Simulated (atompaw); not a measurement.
Before and after: PAW (atompaw) potential for mercury

| Quantity | Value |
| --- | --- |
| Element | mercury (Hg) |
| Generator | atompaw 4.2.0.5 |
| Type | PAW |
| Functional | PBE |
| Relativity | scalar-relativistic |
| Frozen core | [Kr] 4d10 4f14 |
| Valence charge | 20 |
| Reference configuration | 5s2 5p6 5d10 6s0 6p0 (charge +2) |
| Partial waves | 5s (bound): rc 1.55 bohr; 6s (bound, empty): rc 1.30 bohr; 5p (bound): rc 1.85 bohr; 6p (bound, empty): rc 1.90 bohr; 5d (bound): rc 1.85 bohr; 5d channel at -1.7 Ry: rc 1.85 bohr |
| Local potential | ultrasoft scheme with l = 3 at 0.5 Ry, radius 1.35 bohr |
| Core correction | smooth core density matched at 1.70 bohr |
| Augmentation charge | sinc compensation charge, radius 1.65 bohr; PAW radius 1.90 bohr; waves and projectors: custom polynom gramschmidtortho |

Change: local potential ultrasoft scheme with l = 3 at 0.5 Ry, radius 1.00 bohr.

Cutoffs: the cutoffs (Ry, on a coarse ladder) from which the occupation-weighted sum of valence levels, in a spherical-Bessel basis at the reference potential, stays within 10 and 1 mRy of its value at 400 Ry; they do not see the model core or the augmentation charge, which bear on the density cutoff.

Q: What does the change do?

A: The potential gets neither clearly harder nor softer (45 Ry and 70 Ry → 45 Ry and 70 Ry); the range in which the p phases agree narrows (upper end at the end of the scan → 1.4); the range in which the d phases agree narrows (upper end at the end of the scan → 3.6); neither file shows a bound ghost.

| quantity | base | changed |
| --- | --- | --- |
| cutoff, loose | 45 Ry | 45 Ry |
| cutoff, tight | 70 Ry | 70 Ry |
| bound ghosts | none | none |
| s: phases at 1.90 bohr within 0.05 rad from the reference energy up to (Ry; the scan ends near 5) | to the end of the scan | to the end of the scan |
| p: phases at 1.90 bohr within 0.05 rad from the reference energy up to (Ry; the scan ends near 5) | to the end of the scan | 1.4 |
| d: phases at 1.90 bohr within 0.05 rad from the reference energy up to (Ry; the scan ends near 5) | to the end of the scan | 3.6 |
| lowest overlap eigenvalue by channel | s 0.23, p 0.82, d 0.94 | s 0.10, p 0.80, d 0.93 |

 The cutoffs see the waves, projectors and local potential, not the compensation charge or the core.
